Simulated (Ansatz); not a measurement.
C3H5ClSi can be A, `[SiH3]C1=C(Cl)C1`, or B, `C#C[SiH](C)Cl`.

Isolated molecules relaxed with PBE0-D4/def2-TZVP in Ansatz; ΔE leaves out vibrations. CCSD(T)/CBS is the MP2 limit (def2-TZVPP, def2-QZVPP) plus CCSD(T) − MP2 in def2-TZVPP, frozen cores. DFT in def2-TZVPP. B3LYP here is the variant with VWN-RPA as its local correlation; programs differ in this.

A:

Z-matrix (Å, degrees):
```
Si
C 1 1.833
H 1 1.486 2 109.2
H 1 1.486 2 109.3 3 118.8
H 1 1.484 2 109.9 3 -120.6
C 2 1.294 1 154.2 3 120.5
C 2 1.548 1 144.7 3 -59.3
Cl 6 1.678 2 147.4 1 0.1
H 7 1.090 2 118.8 1 73.3
H 7 1.090 2 118.7 1 -73.5
```

B:

```xyz
10

C     1.018   -0.814   -2.272
C     0.755   -0.628   -1.109
Si    0.353   -0.310    0.638
C    -0.965    0.983    0.783
Cl   -0.309   -2.068    1.478
H     1.252   -0.984   -3.298
H     1.595    0.072    1.348
H    -1.211    1.162    1.831
H    -1.870    0.666    0.261
H    -0.619    1.920    0.340
```

Task: Which is lower in electronic energy at CCSD(T)/CBS, and by how much? (Estimate.)

Result: Computed: B, by 293.2 kJ/mol.

Task: Give E(B) − E(A) in kJ/mol with B2PLYP, ωB97M-V, B3LYP-D4, HF/def2-TZVPP, CCSD(T)/def2-TZVPP, r2SCAN-D4, CCSD/def2-TZVPP. (An estimate is asked.)

Result: The calculation gave: B2PLYP -287.0, ωB97M-V -284.4, B3LYP-D4 -277.6, HF/def2-TZVPP -310.2, CCSD(T)/def2-TZVPP -286.9, r2SCAN-D4 -271.2, CCSD/def2-TZVPP -291.1. None reverses the order clearly.

Largest T1 diagnostic: 0.011.

From PBE to PBE0 (25 % exact exchange), in def2-TZVPP and without D4, E(B) − E(A) moves by −9.3 kJ/mol. In def2-TZVPP, CCSD(T) changes the Hartree–Fock value by +23.4 kJ/mol (the triples alone add +4.3 kJ/mol) and MP2 by +19.9 kJ/mol.
